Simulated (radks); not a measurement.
Valence configurations of Br II (all share [Ar]). All-electron calculation, scalar-relativistic Kohn-Sham, PBE, spin-unpolarised, spherical densities, point nucleus. Program: a radial shooting solver on a logarithmic mesh with Libxc functionals. Energies are relative to 3d10 4s2 4p4; eigenvalues in eV.

valence	E (eV)	e(3d)	e(4p)	e(4s)
3d10 4s2 4p4	0.000	-77.917	-17.471	-30.395
3d10 4s1.5 4p4.5	6.482	-78.705	-17.804	-30.809
3d10 4s1 4p5	13.004	-79.480	-18.129	-31.213
3d10 4s0.5 4p5.5	19.565	-80.242	-18.447	-31.607
3d10 4p6	26.163	-80.993	-18.758	-
3d9.5 4s2 4p4.5	31.569	-84.283	-18.396	-31.771
3d9.5 4s1.5 4p5	38.275	-85.045	-18.717	-32.168
3d9 4s2 4p5	65.889	-90.768	-19.312	-33.123
3d8.5 4s2 4p5.5	103.02	-97.370	-20.222	-34.454
3d8 4s2 4p6	143.03	-104.09	-21.125	-35.766

NIST lists [Ar] 3d10 4s2 4p4 as the ground configuration; this level of theory agrees among the configurations tried. The energies are those of spherical spin-averaged densities, not of single terms.
